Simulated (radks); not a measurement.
Question: These are the eigenvalues of the occupied orbitals of an atom or ion with whole-number occupations (Ry). All-electron calculation, scalar-relativistic Kohn-Sham, PBEsol, spin-polarised, spherical densities, finite nucleus; Fermi nuclear charge, rms radius of each element as measured or else 0.836 A^(1/3) + 0.57 fm. Program: a radial shooting solver on a logarithmic mesh with Libxc functionals.

1s up: -719.8717
1s down: -719.8708
2s up: -105.9630
2s down: -105.7794
2p up: -94.63313
2p down: -94.49491
3s up: -27.80360
3s down: -27.51505
3p up: -24.30824
3p down: -24.01880
3d up: -18.79460

Which element is it, and in what charge state? The configuration may be excited. Open shells, if any, are filled with parallel spins first.

Answer: Z = 30, zinc, charge +10: Zn10+ in [Ar] 3d2. The list shows which subshells hold electrons but not how many an open one holds; the 1s level, -359.94 hartree, gives Z - s = 26.8 by -(Z - s)^2/2, which with screening and relativity narrows Z to a few neighbours, and the depths of the outer levels then fix element, charge and occupations together.
